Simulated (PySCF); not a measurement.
# Excitation energies in several basis sets

Compound: CH5NSSi.
Geometry (PBE0-D3(BJ)/def2-SVP, Å), atoms numbered from 1 in this order:
```xyz
9
CH5NSSi angstrom
N      2.0685    0.1707   -0.2738
C      1.0497    0.1613    0.4892
Si    -0.6487   -0.5719    0.0639
S     -2.2041    0.8899    0.2932
H      1.8576   -0.2921   -1.1687
H      1.1673    0.6432    1.4793
H     -0.5429   -1.0904   -1.3363
H     -1.0265   -1.6668    1.0030
H     -1.6690    1.7558   -0.5962
```

TDDFT with PBE0 (PySCF), vertical singlets, core orbitals frozen in the response, spherical d and f functions. Geometry: PBE0-D3(BJ)/def2-SVP, one conformer, isolated molecule.

Q: Compare 6-31G*, def2-SVP, 6-31+G*, def2-SVPD, aug-cc-pVDZ, def2-TZVP and def2-TZVPD for this molecule.

A: 

```
      basis  functions  diffuse  S1 (eV)  S2 (eV)  S3 (eV)  S4 (eV)  S5 (eV)  LUMO (eV)  α (au)
     6-31G*         74       no     4.27     5.49     6.50     6.58     7.11      -1.16    55.2
   def2-SVP         89       no     4.19     5.45     6.49     6.70     7.08      -1.17    56.3
    6-31+G*         90      yes     4.23     5.36     5.90     6.17     6.44      -1.43    63.6
  def2-SVPD        131      yes     4.17     5.36     6.04     6.27     6.57      -1.44    69.7
aug-cc-pVDZ        145      yes     4.20     5.36     5.82     6.08     6.36      -1.41    71.0
  def2-TZVP        166       no     4.18     5.40     6.13     6.42     6.71      -1.35    64.8
 def2-TZVPD        208      yes     4.16     5.36     5.89     6.16     6.39      -1.43    71.0
```

States are compared by their number. Against the largest diffuse basis here (def2-TZVPD, itself not a converged limit), sets without diffuse functions differ by up to 0.11 eV in S1 and 0.72 eV in S5; the smaller diffuse sets differ by up to 0.07 and 0.17 eV. State by state, the largest deviation of a set without diffuse functions is S1 0.11, S2 0.13, S3 0.61, S4 0.54, S5 0.72 eV. The same number needn't mean the same state in each row. Against def2-TZVPD the polarisability deviates by -22% in 6-31G*, -21% in def2-SVP, -10% in 6-31+G*, -2% in def2-SVPD, 0% in aug-cc-pVDZ, -9% in def2-TZVP. A single + in a Pople set puts diffuse functions on heavy atoms only.
